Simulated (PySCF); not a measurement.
BiCl2HO, SMILES [OH][Bi]([Cl])[Cl]. Atoms are numbered in the order given.

```xyz
5

Bi     0.2800     0.3409     0.0000
Cl    -0.2711    -1.1973    -1.8494
Cl    -0.2711    -1.1973     1.8494
O     -1.4704     1.4411     0.0000
H     -2.2629     0.8863     0.0000
```
Charge 0, spin multiplicity 1.

Geometry optimised at PBE0-D3(BJ)/def2-SVP. The def2 effective core potentials stand for the cores of Bi; spin–orbit coupling is left out. Other conformers were not sampled.

These are PBE0-D3(BJ)/def2-SVP (PySCF) values and carry that method's errors.

Frequencies are harmonic and unscaled.

Computed vibrational spectrum:
```json
[
 {"mode": "1", "ν (cm⁻¹)": "96", "IR (km/mol)": "16.8", "Raman (Å⁴/amu)": "5.0", "depolarisation": "0.75", "moving atoms (share of kinetic energy)": "H 43 %, O 35 %, Cl 19 %"},
 {"mode": "2", "ν (cm⁻¹)": "105", "IR (km/mol)": "2.5", "Raman (Å⁴/amu)": "4.5", "depolarisation": "0.73", "moving atoms (share of kinetic energy)": "Cl 88 %, Bi 10 %"},
 {"mode": "3", "ν (cm⁻¹)": "147", "IR (km/mol)": "12.6", "Raman (Å⁴/amu)": "3.4", "depolarisation": "0.66", "moving atoms (share of kinetic energy)": "O 53 %, Cl 26 %, Bi 13 %, H 8 %"},
 {"mode": "4", "ν (cm⁻¹)": "235", "IR (km/mol)": "123.9", "Raman (Å⁴/amu)": "0.6", "depolarisation": "0.75", "moving atoms (share of kinetic energy)": "H 55 %, O 39 %"},
 {"mode": "5", "ν (cm⁻¹)": "332", "IR (km/mol)": "62.3", "Raman (Å⁴/amu)": "8.1", "depolarisation": "0.75", "moving atoms (share of kinetic energy)": "Cl 84 %, Bi 16 %"},
 {"mode": "6", "ν (cm⁻¹)": "344", "IR (km/mol)": "31.5", "Raman (Å⁴/amu)": "14.6", "depolarisation": "0.13", "moving atoms (share of kinetic energy)": "Cl 86 %, Bi 14 %"},
 {"mode": "7", "ν (cm⁻¹)": "587", "IR (km/mol)": "78.4", "Raman (Å⁴/amu)": "17.6", "depolarisation": "0.17", "moving atoms (share of kinetic energy)": "O 91 %"},
 {"mode": "8", "ν (cm⁻¹)": "832", "IR (km/mol)": "52.8", "Raman (Å⁴/amu)": "1.2", "depolarisation": "0.54", "moving atoms (share of kinetic energy)": "H 93 %"},
 {"mode": "9", "ν (cm⁻¹)": "3857", "IR (km/mol)": "100.6", "Raman (Å⁴/amu)": "88.7", "depolarisation": "0.28", "moving atoms (share of kinetic energy)": "H 94 %"}
]
```
